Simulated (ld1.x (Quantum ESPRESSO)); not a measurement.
## Which change was made? (N, TM semilocal)

ld1.x (Quantum ESPRESSO) 7.5 input, shortened:

```
&input
   title='N', zed=7., rel=0, dft='PZ', iswitch=3,
   config='[He] 2s2 2p3 3d-2'
 /
 &inputp
   pseudotype=1, tm=.true., lloc=1,
   nlcc=.false.
 /
3
1S  1  0   2.00   0.00  0.30  0.30  0.0
3D  3  2  -2.00   0.25  1.95  1.95  0.0
2P  2  1   3.00   0.00  2.20  2.20  0.0
 &test
   configts(1)='1s2 2s2 2p3'
 /
```

Occupied shells without a wave of their own: 2s. They enter only through the test configuration that unscreens the potential.

Cutoffs, loose and tight: the cutoffs (Ry, on a coarse ladder) from which the occupation-weighted sum of valence levels, in a spherical-Bessel basis at the reference potential, stays within 10 and 1 mRy of its value at 400 Ry. They do not see the model core or the augmentation charge, which bear on the density cutoff. Test errors are all-electron minus pseudo excitation energies from the reference, over the configurations 1s2 2s2 2p2; 1s2 2s2 2p1; 1s2 2s2 2p0; 1s2 2s0 2p5; 1s2 2s2 2p3.3; 1s2 2s1 2p4; 1s1 2s2 2p3 (two spin-polarised tests are not counted in the largest error); variants that change the core or the reference have their own tests.

The base gives: outcome: generated, misses its reference levels by 0.23 eV; bound ghosts: not determined; largest test error (meV): -2750.

(1) After one change the result is: outcome: generated; cutoff, loose: 100 Ry; cutoff, tight: 230 Ry; bound ghosts: none; largest test error (meV): +1781. Which change was it?
A. wave 2p (bound): rc 2.20 bohr becomes 2p (bound): rc 1.44 bohr
B. scalar-relativistic
C. core [He], valence charge 5; reference 2s2 2p3; waves now 2s (bound): rc 0.75 bohr; 3d channel at 0.25 Ry: rc 1.90 bohr; 2p (bound): rc 1.80 bohr; core correction a·sin(br)/r model core inside 0.55 bohr
D. wave 1s (bound): rc 0.30 bohr becomes 1s (bound): rc 0.22 bohr
E. all radii scaled by about 0.95 (s 0.28, p 2.10, d 1.86 bohr)

## Answers

(1) C. The others give: wave 1s (bound): rc 0.30 bohr becomes 1s (bound): rc 0.22 bohr → outcome: generated; bound ghosts: not determined; largest test error (meV): -3132 | scalar-relativistic → outcome: generated, misses its reference levels by 0.25 eV; bound ghosts: not determined; largest test error (meV): -2780 | all radii scaled by about 0.95 (s 0.28, p 2.10, d 1.86 bohr) → outcome: generated, misses its reference levels by 0.16 eV; bound ghosts: not determined; largest test error (meV): -2763 | wave 2p (bound): rc 2.20 bohr becomes 2p (bound): rc 1.44 bohr → outcome: generated, misses its reference levels by 0.23 eV; bound ghosts: not determined; largest test error (meV): -947.
